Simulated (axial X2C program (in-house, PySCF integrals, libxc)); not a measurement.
# Worked dissociation energy of SBr: CCSD(T), spin-free

Calculated with an in-house relativistic program for diatomic molecules. Spin-free means the one-electron spin-free X2C Hamiltonian. Basis: Br dyall-cv3z [8s9p6d4f1g], S dyall-av3z [9s8p3d2f] (cores contracted in-house); Gaussian nuclei, density fitting, unrestricted open shells. Masses: Br 78.918 u, S 31.972 u.

Molecular state: M_S = 1/2, Λ = 1 (beyond evenly filled blocks: π+α, π+β, π-α).

Correlated methods: 13 electrons correlated (number of frozen shells: Br 3 s, 2 p, 1 d; S 2 s, 1 p), 211 virtual spin orbitals or spinors in MP2, 90 natural virtuals in coupled cluster.

- E(Br) (2M_S = 1, M_L = 0): -2604.664525 hartree
- E(S) (2M_S = 2, M_L = 0): -398.745350 hartree
- E(SBr) at Re: -3003.496436 hartree
- ωe: 446.9 cm⁻¹
- ωexe: 1.42 cm⁻¹

(1) Work out De and D0.

Occupations by symmetry block were frozen at the best pattern of an incomplete PBE0 search. De is counted from the lowest determinant-based energies of the atoms at the same level, without counterpoise correction. CCSD and (T) use frozen natural virtuals with an MP2 correction for the truncation; (T) itself is uncorrected, so its De runs slightly low. The determinant is spin-polarised beyond a pure state at some levels (its spin-free form has ⟨S²⟩ too high), which makes Re and μ there less reliable. Spin-free De lacks the spin–orbit lowering of the heavy p-block atom, a tenth of an eV or more for 4p and 5p, up to an eV for 6p and one to two eV for 7p atoms, less what an open-shell molecule gains itself.

Each atomic determinant is the lowest at this level and need not be a pure term. Totals compare only within one Hamiltonian and basis.

Results:

(1) De = -2604.664525 + (-398.745350) − (-3003.496436) = 0.08656 hartree = 2.355 eV. The zero-point energy is ωe/2 − ωexe/4 = 223 cm⁻¹ = 0.028 eV, so D0 = 2.328 eV.
